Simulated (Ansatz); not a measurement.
Reaction (ligand exchange at a Ge–C bond): `N=[C](O)[GeH2][OH]` + `O[SiH](O)O` → `[OH][GeH2][O][SiH](O)O` + `N=CO`

Isolated molecules relaxed with PBE0-D4/def2-TZVP in Ansatz; ΔE leaves out vibrations. CCSD(T)/CBS adds triple-zeta CCSD(T) − MP2 to the extrapolated MP2 energy (def2 sets, frozen cores). This one scheme is used for every species. Functionals use def2-TZVPP. For Ge outer-core shells are correlated without core-valence functions, which leaves a few kJ/mol of doubt a bond. Scalar relativity is left out up to krypton. One conformer a species, not always the lowest.

**Question.** Is it downhill or uphill in electronic energy at CCSD(T)/CBS, and by how much? (Estimate.)

**Answer.** The calculation gave: Downhill: ΔE = -85.6 kJ/mol.

**Question.** What do these levels give: r2SCAN-D4, ωB97M-V, PBE, HF/def2-TZVPP, MP2/def2-TZVPP, HF/def2-QZVPP? (An estimate is asked.)

**Answer.** The calculation gave: r2SCAN-D4 -85.8, ωB97M-V -86.4, PBE -72.7, HF/def2-TZVPP -103.6, MP2/def2-TZVPP -87.5, HF/def2-QZVPP -105.0 kJ/mol.

Largest T1 diagnostic among the species: 0.014.

In def2-TZVPP, CCSD(T) changes the Hartree–Fock value by +16.0 kJ/mol (the triples alone add +1.9 kJ/mol) and MP2 by +16.2 kJ/mol. The D4 term adds −3.9 kJ/mol with B3LYP and −2.3 kJ/mol with PBE0; it sums over pairs of atoms, weighted by their polarisabilities, and B3LYP, whose exchange is more repulsive, gets the larger term.

B3LYP here is the variant with VWN-RPA as its local correlation; programs differ in this.
